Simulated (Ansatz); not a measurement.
A nudged elastic band was laid between two geometries of ClH3OSn + H4Si (11 atoms, charge 0, multiplicity 1).

Theory: Ansatz, RKS PBE-D4/def2-SVP.

```
movable images  : 9
climbing image  : yes
spring          : 5.0 eV/Å²
optimiser       : quadratic models (default)
start path      : through a guess of the saddle point
force threshold : 0.05 eV/Å
iteration limit : 60
end points      : relaxed
```

First end point:

```xyz
11
Properties=species:S:1:pos:R:3
Sn -0.317 -0.567 -0.153
O -0.133 -0.846 1.823
H -0.985 -0.684 2.274
H 1.301 -0.529 -0.725
Cl -1.323 1.566 -0.497
H -1.418 -1.701 -0.849
Si 1.376 3.055 1.443
H 2.511 3.661 2.225
H 1.844 2.796 0.036
H 0.219 4.012 1.431
H 0.971 1.758 2.088
```

Last end point:

```xyz
11
Properties=species:S:1:pos:R:3
Sn 0.018 0.470 -0.369
O 0.346 -0.191 2.354
H -0.279 0.284 2.934
H 1.231 -0.752 -0.471
Cl -0.274 1.172 -2.657
H -1.535 -0.150 0.058
Si 0.722 2.592 0.916
H 2.023 2.345 1.639
H 0.892 3.784 0.018
H -0.317 2.918 1.961
H 1.220 0.052 2.714
```

What changes between the two ends?

Bonds broken: Sn1–O2, Si7–H11. Bonds formed: Sn1–Si7, O2–H11. ClH3OSn + H4Si becomes ClH5SiSn + H2O.

Give the energies along the band, and the barrier.

The forces met the threshold. The highest image is number 4 of 0 to 10, 1.31 eV above the first end and 1.75 eV above the last; the last end lies 0.44 eV below the first. A vibrational analysis at the climbing image gives one clearly imaginary mode, 1204i cm⁻¹: a first-order saddle point. The orbitals stay closed-shell, which can raise the energy where a bond breaks towards radicals; this wasn't checked here.

| image | path coordinate (Å) | energy (eV) | Sn1–O2 (Å) | Si7–H11 (Å) | Sn1–Si7 (Å) |
| --- | --- | --- | --- | --- | --- |
| 0 | 0.00 | 0.00 | 2.00 | 1.50 | 4.30 |
| 1 | 0.59 | 0.02 | 2.01 | 1.50 | 4.09 |
| 2 | 1.18 | 0.13 | 2.01 | 1.50 | 3.78 |
| 3 | 1.78 | 0.52 | 2.05 | 1.54 | 3.43 |
| 4 | 2.37 | 1.31 | 2.18 | 1.86 | 3.14 |
| 5 | 3.16 | 0.50 | 2.47 | 2.30 | 2.78 |
| 6 | 3.95 | -0.04 | 2.71 | 2.66 | 2.61 |
| 7 | 4.74 | -0.28 | 2.83 | 2.93 | 2.58 |
| 8 | 5.53 | -0.38 | 2.82 | 3.05 | 2.58 |
| 9 | 6.32 | -0.42 | 2.81 | 3.09 | 2.58 |
| 10 | 7.10 | -0.44 | 2.82 | 3.15 | 2.58 |

What is the geometry of the highest image?


```xyz
11
Properties=species:S:1:pos:R:3:forces:R:3
Sn -0.057 0.027 -0.112 -0.01 0.00 0.01
O 0.114 -0.244 2.040 0.00 -0.02 0.00
H -0.748 -0.300 2.510 0.00 0.00 0.00
H 1.485 -0.168 -0.854 0.00 0.00 0.00
Cl -1.381 1.773 -1.059 0.00 0.01 0.00
H -1.117 -1.325 -0.313 0.00 -0.01 0.00
Si 1.141 2.571 1.284 -0.01 -0.01 0.01
H 2.314 2.778 2.219 0.00 0.00 0.00
H 1.675 2.832 -0.106 0.00 0.00 0.00
H 0.116 3.637 1.580 0.00 -0.01 0.00
H 0.505 0.942 1.906 0.01 0.04 0.00
```

What are the harmonic wavenumbers there?

1204i, 46, 104, 135, 143, 287, 343, 344, 375, 384, 434, 481, 497, 643, 673, 709, 818, 887, 905, 1060, 1314, 1848, 1869, 2109, 2129, 2148, 3614 cm⁻¹.

The band took 13 iterations and roughly 7 core-minutes.

The run took 120 s on 4 threads of Arm Neoverse V2 (shared host), peak memory 0.17 GiB.
